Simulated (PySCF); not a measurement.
## Vibration and rotation of NaCa

ROHF-CCSD(T) constants of NaCa, ²Σ⁺ (doublet), unpaired electrons σ ↑ (Na x2c-SVPall, Ca x2c-SVPall; spin-free X2C with a Gaussian nucleus (PySCF 2.14); masses 22.9898 and 39.9626 u):

* ωe: 92.2 cm⁻¹
* ωexe: 1.37 cm⁻¹
* Be: 0.078247 cm⁻¹
* αe: 0.00114 cm⁻¹
* D (centrifugal): 2.25e-07 cm⁻¹
* De to Na + Ca: 0.180 eV

Q: Give the vibrational terms G(v) and spacings up to v = 3.

A: G(v) = ωe(v+½) − ωexe(v+½)².

| v | G(v) (cm⁻¹) | G(v) − G(v−1) | Bv (cm⁻¹) |
| --- | --- | --- | --- |
| 0 | 46 |  | 0.07768 |
| 1 | 135 | 89 | 0.07654 |
| 2 | 222 | 87 | 0.07540 |
| 3 | 306 | 84 | 0.07426 |

Q: How well does the Morse estimate ωe²/(4ωexe) reproduce De, and what is D0?

A: It gives 0.192 eV, 107 % of the computed De. D0 = De − G(0) = 0.180 − 0.006 = 0.174 eV.

Correlated steps freeze 6 core orbitals. The bond is weak. Basis-set superposition, not corrected here, can be much of De in a small basis, most of all at correlated wavefunction levels. The state is the lowest determinant that a PBE0 search found; another state may lie lower at other levels.
